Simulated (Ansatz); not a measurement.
```yaml
crystal:
  periodic: [false, false, false]
  atoms:
    - {symbol: N, position_ang: [0.386013, 3.537716, -1.816161]}
    - {symbol: Ga, position_ang: [1.657918, -0.026995, -0.559979]}
    - {symbol: C, position_ang: [-1.022660, -2.236369, 2.065153]}
    - {symbol: Cl, position_ang: [-2.591724, -5.036548, -0.256660]}
    - {symbol: H, position_ang: [1.453865, 4.765478, -3.315137]}
    - {symbol: H, position_ang: [-1.583735, 4.403987, -1.300635]}
    - {symbol: H, position_ang: [4.682596, -1.201769, -1.659481]}
    - {symbol: H, position_ang: [-2.844568, -0.940823, 2.925635]}
    - {symbol: H, position_ang: [0.057217, -3.366534, 3.879423]}
basis:
  gaussian: {orbitals: cc-pVTZ-DK, fitting: {mean_field: cc-pVTZ-jkfit}}
hamiltonian: {xc: {name: HSE06}, dispersion: d3bj}
accuracy: high
output: {forces: true}
```

```sh
$ ansatz run in.yaml --threads 4 --pin off --events-out ev --progress --plain --max-ram 10444MiB
```

Shortened log:

```
Functional definition: HSE06
636 factors; integrals over basis functions are off by at most 8.0e-1 eV
636 factors; integrals over basis functions are off by at most 5.8e-10 eV
mean field evaluation 1: about -67991.2448 eV, gradient 8.7e1 eV
mean field evaluation 2: about -67526.6207 eV, gradient 2.0e2 eV
mean field evaluation 4: about -67737.4281 eV, gradient 2.3e2 eV
mean field evaluation 8: about -68020.9837 eV, gradient 7.8e0 eV
mean field evaluation 16: about -68021.5721 eV, gradient 4.4e-1 eV
mean field evaluation 32: about -68021.5850 eV, gradient 3.0e-8 eV
mean field -68021.58501392 eV, -2499.7471425753 hartree, gradient 5.8e-8 eV, S^2 0.000000; 10 other end points of the search recorded, 0 dependent functions left out
reference -68021.58502060 eV, -2499.7471428208 hartree; 33, 33 occupied and 174, 174 virtual orbitals, 636 factors
Total energy: -68021.67076948 eV, -2499.7502940338 hartree
Relativity: scalar
Atom 0 at     0.386013     3.537716    -1.816161 Å, force    -0.912101     2.261019    -0.965834 eV/Å
Atom 1 at     1.657918    -0.026995    -0.559979 Å, force     0.362341    -0.108448    -0.299518 eV/Å
Atom 2 at    -1.022660    -2.236369     2.065153 Å, force    -0.654570     0.133836     2.337713 eV/Å
Atom 3 at    -2.591724    -5.036548    -0.256660 Å, force     0.121116     0.199334     0.129259 eV/Å
Atom 4 at     1.453865     4.765478    -3.315137 Å, force    -1.596905    -1.501798     1.930072 eV/Å
Atom 5 at    -1.583735     4.403987    -1.300635 Å, force     2.615309    -0.995841    -0.847084 eV/Å
Atom 6 at     4.682596    -1.201769    -1.659481 Å, force    -0.568162     0.234241     0.218222 eV/Å
Atom 7 at    -2.844568    -0.940823     2.925635 Å, force     1.871493    -1.412682    -0.739332 eV/Å
Atom 8 at     0.057217    -3.366534     3.879423 Å, force    -1.238521     1.190340    -1.763497 eV/Å
Dipole moment:     1.220970     1.690032     0.058745 e Å
```

Problem. Something in this input is off. What?

Solution. The geometry is stretched to more than twice its size. The calculation finished and met its thresholds. The result belongs to that input, not to the molecule as meant.

HSE06 is defined as in plane-wave codes.
